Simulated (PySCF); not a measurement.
SMILES F[SiH](F)O[SiH2]O[SiH3] (H6F2O2Si3), PBE0/def2-SVP optimised geometry. Atoms within 1.6 Å of the plane z = 0.6 Å (x, y, z in Å): O2 (-0.32, -2.32, 1.35), Si3 (0.21, -1.56, 0.00), O4 (-0.32, 0.03, 0.00), Si5 (-0.99, 1.22, 0.88), F6 (-2.02, 0.57, 1.93), F7 (0.13, 1.97, 1.75), H10 (-2.84, -2.52, 1.92), H11 (1.69, -1.56, 0.00), H13 (-1.69, 2.19, 0.03).

Method: PBE0/def2-TZVP (PySCF). Cells within 0.4 Å of a nucleus heavier than hydrogen are left out (blank, or x).

Map of the Laplacian of the electron density (e/bohr⁵), clipped to [-1.50, 1.50] on the plane z = 0.6 Å:

```
|11111111111111111111111111111|
|11111111111111111111111111111|
|11111111111111111111111111111|
|11111111111111111111111111111|
|11111111111111111111111111111|
|11111111111111111111111111111|
|11111111111111111111111111111|
|11111111100111111111111111111|
|11111111100211111111111111111|
|11111111119992111111111111111|
|11111111159x94111111111111111|
|11111111149x92111111111111111|
|11111111115932211111111111111|
|11111111111122321111111111111|
|11111111111233421111111111111|
|11111111111234321111111111111|
|11111111111122211111111111111|
|11111111111111111111111111111|
|11111111111112572111111111111|
|11111111111112993111111111111|
|11111111111122342111111111111|
|11111111111232211111111111111|
|11111111111233221111111111111|
|11111111111122211111111111111|
|11111111111111111111111111111|
|11111111111111111111111111111|
|11111111111111111111111111111|
|11111111111111111111111111111|
|11111111111111111111111111111|
```
Scale: ten equal steps from -0.198 (start of '0') to 1.50 (end of '9'), in the order '0123456789'; x runs from -4.50 to 4.50, y from -4.50 (bottom) to 4.50 (top).
